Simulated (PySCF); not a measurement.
Predicted microwave data (PBE0/pcSseg-1 in PySCF (dipole) on a GFN2-xTB geometry, gas phase) for one isomer of C9H9F:

| Property | Result |
| --- | --- |
| Rotational constants | A = 2422, B = 870.9, C = 736.6 MHz |
| Dipole components | \|μa\| = 0.62 D, \|μb\| = 0.82 D, \|μc\| = 1.60 D |
| Inertial defect | -102.83 u·Å² |
| κ | -0.84 |

Problem. Which structure is it? (One computed conformer of each.)
A. `[CH2:1]=[CH:2][C:3]([F:4])([C:5]#[C:6][CH3:7])[C:8]#[C:9][CH3:10]` with C1–C2–C3–F4 2°
B. `[CH:1]#[C:2][CH2:3][C@@H:4]1[CH2:5]/[C:6](=[CH:7]\[F:8])[C:9]1=[CH2:10]` with C2–C3–C4–C5 174°
C. `C[C@@]1(F)CC2=CC=CC=C21`
D. `[CH3:1]/[CH:2]=[CH:3]/[c:4]1[cH:5][cH:6][cH:7][cH:8][c:9]1[F:10]` with C2–C3–C4–C5 7°
E. `C1C=C(C#CC)[C@@](C=1)(C)F`

Solution. E. It is CC#CC1=CC=C[C@]1(C)F, an asymmetric top, point group C1. The candidates at the same level (rigid rotor, commonest isotopes):

```tsv
SMILES	A (MHz)	B (MHz)	C (MHz)	μa (D)	μb (D)	μc (D)	Δ (u·Å²)	point group	rotor
C#CC[C@@H]1C/C(=C\F)C1=C	3474	682.8	596.8	0.69	0.25	0.13	-38.79	C1	near-prolate asymmetric top
C=CC(F)(C#CC)C#CC	1329	897.8	620.7	0.00	1.77	1.88	-128.95	–	asymmetric top
CC#CC1=CC=C[C@]1(C)F	2422	870.9	736.6	0.62	0.82	1.60	-102.83	C1	asymmetric top
C/C=C/c1ccccc1F	2541	867.0	649.3	0.28	1.49	0.01	-3.37	near Cs	asymmetric top
C[C@@]1(F)Cc2ccccc21	2790	1052	904.1	0.87	0.50	1.53	-102.79	C1	asymmetric top
```

`C#CC[C@@H]1C/C(=C\F)C1=C` has A 43 % too high; `C[C@@]1(F)Cc2ccccc21` has C 23 % too high; `C/C=C/c1ccccc1F` has C 12 % too low; `C=CC(F)(C#CC)C#CC` has A 45 % too low. No structure here is proved a minimum.
